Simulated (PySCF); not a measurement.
# Calculated properties of `N#C[SiH2]O[C@@H](C=C)CC#N`

Compound: C6H8N2OSi.
Atom-mapped SMILES: `[CH2:1]=[CH:2][C@@H:3]([CH2:4][C:5]#[N:6])[O:7][SiH2:8][C:9]#[N:10]` (hydrogens: H11, H12 on C1; H13 on C2; H14 on C3; H15, H16 on C4; H17, H18 on Si8)

Some functional groups and rings: nitrile, cyano group on a heteroatom, C=C double bond, Si–H bond and C–Si bond.

**GFN2-xTB geometry**

```
Point group of the GFN2-xTB geometry                  : C1
Rotational constants A, B, C of the GFN2-xTB geometry : 1.549, 0.775, 0.566 GHz
```

PBE0/pcSseg-1 ground state and GIAO shieldings, non-relativistic (PySCF):

```
Dipole moment                                               : 2.92 D
HOMO energy                                                 : -8.47 eV
LUMO energy                                                 : -1.10 eV
HOMO–LUMO gap                                               : 7.37 eV
Lowest Hirshfeld atomic charge                              : -0.23 e on N6
Highest Hirshfeld atomic charge                             : +0.46 e on Si8
13C chemical shifts (computed TMS as zero) by class         : 144.7 (C2), 128.9 (C1), 124.7 (C9), 122.9 (C5), 80.6 (C3), 27.7 (C4) ppm
1H chemical shifts (computed TMS as zero) by class          : 6.08 (H13), 5.86 (H11), 5.75 (H12), 5.15 (H18), 4.87 (H17), 4.22 (H14), 2.58 (H16), 2.24 (H15) ppm
Isotropic shieldings of nuclei other than C and H, by class : -96 (N10), -34 (N6), 284 (O7), 407 (Si8) ppm
Mayer bond orders between heavy atoms                       : C1–C2 1.97, C2–C3 1.02, C3–C4 0.98, C4–C5 1.02, C5–N6 3.06, C3–O7 0.82, O7–Si8 0.99, Si8–C9 0.80, C9–N10 2.93
```

Monoisotopic mass (most abundant isotopes): 152.0406 u.

A dipole of 2.92 D is allowed in C1, and pure rotational transitions are dipole-allowed. The dipole matches unit charges of opposite sign 0.61 Å apart (1 e·Å = 4.8032 D). The rotational constants make it an asymmetric top with κ = (2B − A − C)/(A − C) = -0.57, nearer the prolate limit (−1). With B = h/(8π²I), that is 505.379 GHz u Å² over I, the principal moments of inertia are 326.2, 652.3 and 893.5 u Å² (most abundant isotopes).

One conformer (not necessarily the lowest) at the GFN2-xTB geometry, without solvent, vibrations or thermal averaging.

Conformer computed: `[CH2:1]=[CH:2][C@@H:3]([CH2:4][C:5]#[N:6])[O:7][SiH2:8][C:9]#[N:10]`: C1–C2–C3–C4 124°, C2–C3–C4–C5 -172°, C2–C3–O7–Si8 102°, C3–O7–Si8–C9 -57°.
